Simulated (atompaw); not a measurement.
**Before and after: PAW (atompaw) potential for Be (Z = 4)**

atompaw 4.2.0.5 input, output lines left out:

```
Be 4
LDA-PW scalarrelativistic loggrid 1500 logderivrange -2 5 176
2 2 0 0 0 0
2 1 0
0 0 0
c
v
v
1
3.00 2.80 2.60 2.05
y
0.3
n
y
0.2
n
custom rrkj vanderbiltortho sinc
2 -0.5 ultrasoft
1.60
1.60
3.00
3.00
```

Change: core none, valence charge 4; reference 1s2 2s1.75 2p0.25; waves now 1s (bound): rc 0.55 bohr; 2s (bound): rc 3.00 bohr; 2p (bound): rc 3.00 bohr; 2p channel at 3.25 Ry: rc 3.00 bohr; local potential ultrasoft scheme with l = 2 at -0.5 Ry, radius 2.75 bohr; core correction none; augmentation sinc compensation charge, radius 2.70 bohr; PAW radius 3.00 bohr; waves and projectors: custom rrkj vanderbiltortho.

Cutoffs: the cutoffs (Ry, on a coarse ladder) from which the occupation-weighted sum of valence levels, in a spherical-Bessel basis at the reference potential, stays within 10 and 1 mRy of its value at 400 Ry; they do not see the model core or the augmentation charge, which bear on the density cutoff.

**Question.** What does the change do?

**Answer.** The potential gets harder (8 Ry and 15 Ry → 160 Ry and 260 Ry); the range in which the s phases agree narrows (upper end at the end of the scan → 1.4); the range in which the p phases agree narrows (upper end 1.4 → 0.0); neither file shows a bound ghost. The added semicore shells are compact, so their waves need more plane waves. Several settings change at once here, so the effects cannot be laid on one of them.

```tsv
quantity	base	changed
cutoff, loose	8 Ry	160 Ry
cutoff, tight	15 Ry	260 Ry
bound ghosts	none	none
s: phases at 3.01 bohr within 0.05 rad from the reference energy up to (Ry; the scan ends near 5)	to the end of the scan	1.4
p: phases at 3.01 bohr within 0.05 rad from the reference energy up to (Ry; the scan ends near 5)	1.4	0.0
lowest overlap eigenvalue by channel	s 0.72, p 0.92	s 0.62, p 0.79
```

 The cutoffs see the waves, projectors and local potential, not the compensation charge or the core.
